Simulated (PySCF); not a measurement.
Species: C2H6OSeSi.
SMILES: `C[Se][SiH2]C=O`

Jobs on this species (11 atoms, 74 electrons) with PySCF (density fitting). Hardware of each: one thread of an Arm Neoverse V1, shared host. The host was shared with other jobs, so the times are rough. Peak memory is the resident size of the whole Python process, interpreter and libraries included.

```json
{"level and settings": "delta-SCF UKS SCAN, pcX-1 on the ionised atom, pcseg-1 elsewhere, spin-free X2C", "work": "ΔSCF core ionisation, 5 holes", "basis functions": "139", "SCF cycles": "?", "wall time": "?", "peak memory": "?"}
{"level and settings": "delta-SCF UKS SCAN, pcX-2 on the ionised atom, pcseg-1 elsewhere, spin-free X2C", "work": "ΔSCF core ionisation, 5 holes", "basis functions": "159", "SCF cycles": "?", "wall time": "?", "peak memory": "?"}
{"level and settings": "delta-SCF UKS SCAN, pcX-2 on the ionised atom, pcseg-1 elsewhere, non-relativistic", "work": "ΔSCF core ionisation, 5 holes", "basis functions": "159", "SCF cycles": "111", "wall time": "35 s", "peak memory": "0.48 GiB"}
{"level and settings": "delta-SCF UKS B3LYP, pcX-2 on the ionised atom, pcseg-1 elsewhere, spin-free X2C", "work": "ΔSCF core ionisation, 5 holes", "basis functions": "159", "SCF cycles": "86", "wall time": "54 s", "peak memory": "0.63 GiB"}
{"level and settings": "delta-SCF UKS PBE, pcX-2 on the ionised atom, pcseg-1 elsewhere, spin-free X2C", "work": "ΔSCF core ionisation, 5 holes", "basis functions": "159", "SCF cycles": "195", "wall time": "34 s", "peak memory": "0.50 GiB"}
{"level and settings": "delta-SCF UKS SCAN, def2-TZVP on the ionised atom, pcseg-1 elsewhere, spin-free X2C", "work": "ΔSCF core ionisation, 5 holes", "basis functions": "136", "SCF cycles": "124", "wall time": "38 s", "peak memory": "0.41 GiB"}
{"level and settings": "PBE0-D3(BJ)/def2-SVP, grid level 1", "work": "geometry optimisation from a GFN2-xTB start shaken at random", "basis functions": "122", "SCF cycles": "43", "wall time": "43 s", "peak memory": "0.49 GiB"}
{"level and settings": "delta-SCF UKS PBE0, pcX-2 on the ionised atom, pcseg-1 elsewhere, spin-free X2C", "work": "ΔSCF core ionisation, 5 holes", "basis functions": "159", "SCF cycles": "83", "wall time": "50 s", "peak memory": "0.63 GiB"}
```

Q: Fill in the missing figures.

A: 
- delta-SCF UKS SCAN, pcX-1 on the ionised atom, pcseg-1 elsewhere, spin-free X2C; ΔSCF core ionisation, 5 holes: 31 s, 0.39 GiB, 114 SCF cycles
- delta-SCF UKS SCAN, pcX-2 on the ionised atom, pcseg-1 elsewhere, spin-free X2C; ΔSCF core ionisation, 5 holes: 36 s, 0.48 GiB, 110 SCF cycles

Q: What do all jobs in the table cost together?

A: About 5.3 min; the longest takes about 17 % of that, and about 1.7 times as long as the shortest.
